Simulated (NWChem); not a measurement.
# C₄H₃Br; SMILES C(C(=C)Br)#C

```xyz
8

C      1.1034     2.6419     0.0000
C      0.3212     1.7185     0.0000
C     -0.5768     0.6246     0.0000
C     -1.9115     0.7095     0.0000
Br     0.2722    -1.1184     0.0000
H      1.7852     3.4621     0.0000
H     -2.3873     1.6857     0.0000
H     -2.5440    -0.1702     0.0000
```
Atoms are numbered in this order, from 1.

Computed with NWChem. Geometry: optimised at B3LYP/6-31G* (spherical d). Ions are spin-unrestricted doublets at the neutral geometry; other ion states weren't tried.

Question: Predict the results for PBE0/def2-SVP. Quantities: vertical ionisation energy, ΔSCF (eV); −ε(HOMO) (eV).

Answer: 
```
Property                               Result
-------------------------------------  ------
vertical ionisation energy, ΔSCF (eV)    9.25
−ε(HOMO) (eV)                            7.24
```
